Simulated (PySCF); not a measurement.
Question: What does the PBE0-D3(BJ)/def2-SVP structure of `F[C@@H]1C[C@H](F)[GeH2]1` look like in three dimensions?

Answer: 
```xyz
12
C3H6F2Ge angstrom
F      1.1170    2.0954    0.4251
C      0.7855    0.9335   -0.2171
C     -0.7261    0.7214   -0.3753
C     -0.8327   -0.8050   -0.2614
F     -1.9824   -1.2369    0.3400
Ge     0.8965   -0.8157    0.7437
H      1.3137    0.9082   -1.1855
H     -1.1883    1.1752   -1.2673
H     -1.2140    1.1537    0.5147
H     -0.7428   -1.3043   -1.2413
H      0.7025   -0.6742    2.2595
H      2.0022   -1.8279    0.3959
```

Any rigid rotation of these coordinates is as good. Atoms count from 1 in this order. Ge6 (germanium bonded to 2 C and 2 H) has angles from 72.9° to 120.7°. The 4-membered ring C2–C3–C4–Ge6 has internal angles of 72.9° to 101.4°; it is puckered, 0.15 Å rms from its mean plane, widest ring torsion 23°.

Bonds between heavy atoms (Å): F1–C2 1.368, C2–C3 1.535, C3–C4 1.534, C4–F5 1.368, C4–Ge6 2.000, C2–Ge6 1.999.

The calculation used PBE0-D3(BJ)/def2-SVP geometry optimisation, gas phase (PySCF 2.14.0).

Point group: Cs (tolerance 0.08 Å). Not checked by PBE0-D3(BJ)/def2-SVP frequencies. The numbers are those of one conformer (F1–C2–C3–C4 -146°, C2–C3–C4–F5 146°, C3–C4–Ge6–C2 -18°, F1–C2–Ge6–C4 136°).

Time: 96 s of wall time; peak memory 0.52 GiB. Hardware: an Intel Xeon 6975P-C with one thread (shared host). That covers the optimisation of the geometry.
